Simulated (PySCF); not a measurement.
Correlation energy of Ar(2+) (argon, charge +2)

[Ne] 3s1 3p5, high-spin 3P determinant (an excited configuration). Computed with PySCF 2.14 in x2c-QZVPPall (9s6p4d2f1g, 70 functions), with the spin-free X2C one-electron Hamiltonian (Gaussian nucleus). Frozen: 1s2; 14 electrons correlated.

```json
{"level": "CCSD", "correlation energy (mhartree)": "-441.45"}
{"level": "(T)", "correlation energy (mhartree)": "-25.04"}
{"level": "CCSD(T)", "correlation energy (mhartree)": "-466.49"}
```

Diagnostics: T1 = 0.0090, D1 = 0.0271, largest double amplitude 0.185.

Question: Is a single reference adequate?

Answer: Not fully. A double-excitation amplitude exceeds 0.15, a sign of near-degeneracy.

This basis was not built for core-valence correlation, so the inner-shell part is incomplete.
